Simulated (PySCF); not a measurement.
## Unknown compound

Molecular formula: C6H9FSi. Simulated spectra:

¹H NMR (600 MHz, computed): δ 5.90 (m, 1H), 5.13 (m, 1H), 4.56 (m, 2H), 2.53 (q, 2H), 1.22 (t, 3H).

¹³C{¹H} NMR (computed): δ 180.8 (C), 168.5 (C), 128.5 (CH), 100.7 (CH), 31.3 (CH2), 17.9 (CH3).

All values are calculated (PySCF 2.14.0 with density-fitted response routines): geometry: GFN2-xTB, shielding tensors at PBE0/pcSseg-1 (GIAO). Relativity neglected, one conformer, averaged over atoms made equivalent by symmetry, fast rotation or ring inversion, in vacuum.

Chemical shifts δ = σref − σ; TMS for ¹H (31.72 ppm) and ¹³C (186.93 ppm), all at this level.

**Question.** Which of these isomers gave the spectra?
A. CC#C[C@H]1C[Si@H](F)C1
B. C#C[C@@H](C)[C@H]1C[Si@@H]1F
C. CC#C[C@@]1([SiH3])C[C@H]1F
D. CCC1=C[SiH2]C=C1F
E. C#C/C(C)=C(\[SiH3])CF

**Answer.** D. 

- The formula gives 3 degrees of unsaturation (1 ring in the answer).
- 6 carbon signals for 6 carbons: no two carbons are equivalent.
- Carbon types of the structure: 2 × C, 2 × CH, 1 × CH2, 1 × CH3, leaving 2 H on heteroatoms.
- δC 180.8, 168.5: fully substituted alkene carbon.
- δC 128.5, 100.7: alkene CH; as expected for a trigonal carbon in a double bond.
- δC 17.9: methyl carbon; a saturated carbon with 1 carbon neighbour and no heteroatom attached.
- δH 5.90, 5.13: hydrogen on an alkene CH; a vinylic proton, deshielded by the sp2 carbon and the C=C anisotropy.
- δH 2.53: hydrogen on an allylic sp3 CH2; allylic position.

The others: C#C/C(C)=C(\[SiH3])CF would give 4 signals for carbon-bound and other non-exchanging H, not 5; CC#C[C@H]1C[Si@H](F)C1 would give 5 carbon signals, not 6; CC#C[C@@]1([SiH3])C[C@H]1F has carbons computed at 83.9, 80.6, 78.1, 20.9, 4.9, 3.0, with a different DEPT pattern; C#C[C@@H](C)[C@H]1C[Si@@H]1F would give 7 signals for carbon-bound and other non-exchanging H, not 5.

Splittings by ¹⁹F in the carbon and heteronuclear signals aren't shown, as no couplings were computed. Shifts are as computed. Against solution values, carbons near 30 ppm lie about +3 ppm off and those near 130 ppm about +5 ppm. Of 1309 compounds with measured shifts, 239 miss one by over three times the rms of a fit or turn the order of signals round; such compounds aren't used in these exercises. Multiplicities follow the n + 1 count of equivalent neighbours, as no J values were calculated; m marks all less simple cases, F and P coupling included.
